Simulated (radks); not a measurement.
The mean radii <r> (bohr) of the occupied orbitals of an atom or ion are listed with their occupations. Method: scalar-relativistic Kohn-Sham, PBE, spin-polarised, spherical densities, point nucleus; computed with a radial shooting solver on a logarithmic mesh with Libxc functionals.

| orbital | occ. | <r> |
|---|---|---|
| 1s up | 1 | 0.1305 |
| 1s down | 1 | 0.1306 |
| 2s up | 1 | 0.6748 |
| 2p up | 3 | 0.6495 |
| 2p down | 3 | 0.6547 |
| 3s up | 1 | 2.470 |
| 3s down | 1 | 2.494 |

Name the element and its charge. Open shells, if any, are filled with parallel spins first.

Answer. Z = 12, magnesium, charge +1: Mg+ in [He] 2s1 2p6 3s2. The 1s radius gives Z: for a bare nucleus <r> = (2 gamma + 1)/(2Z) with gamma = sqrt(1 - (Z/c)^2), 0.1247 bohr for Z = 12, and screening makes it slightly larger (0.1305 here). The occupations add up to 11, and the charge is Z minus that.
